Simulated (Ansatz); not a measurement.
Species: C₄H₉F, net charge 0, singlet state. 
Coordinates optimised at B3LYP-D3(BJ)/def2-TZVP (Ansatz, a quantum-chemistry and plane-wave program):
```xyz
14

C      2.3825    -0.0633     0.1131
C      0.9360    -0.5022    -0.0928
C     -0.0194     0.6772    -0.2610
C     -1.4626     0.2688    -0.4475
F     -1.9331    -0.3902     0.6964
H      2.7424     0.5242    -0.7353
H      2.4809     0.5554     1.0083
H      3.0459    -0.9220     0.2286
H      0.6081    -1.1071     0.7555
H      0.8683    -1.1463    -0.9758
H      0.0489     1.3417     0.6059
H      0.2721     1.2722    -1.1342
H     -2.1090     1.1347    -0.6063
H     -1.5790    -0.4245    -1.2850
```

Wanted: vertical ionisation energy (to the doublet state of charge +1; each state is the SCF solution reached for its spin; for the doublet T1 is 0.051), in eV. Valence correlation only, unless marked. Open shells are spin-unrestricted. No spin-orbit coupling. Non-relativistic. CBS(X,Y): correlation extrapolated as X^-3; Hartree-Fock from the larger set. The bracket is a focal-point correction in the basis named.

RI-MP2/CBS(aug-cc-pVTZ,aug-cc-pVQZ)+[CCSD(T)-MP2]/aug-cc-pVTZ (Ansatz) gives 11.85 eV.

**Question.** Another calculation gave 11.17 eV. Which level was it?
(A) r2SCAN/def2-TZVPD (Ansatz)
(B) B2PLYP/def2-TZVPD (Ansatz)
(C) B3LYP/def2-TZVPD (Ansatz)
(D) wB97X-V/def2-TZVPD (Ansatz)

**Answer.** C, B3LYP/def2-TZVPD (Ansatz). The others give 11.56 (wB97X-V), 10.82 (r2SCAN), 11.40 (B2PLYP) eV.
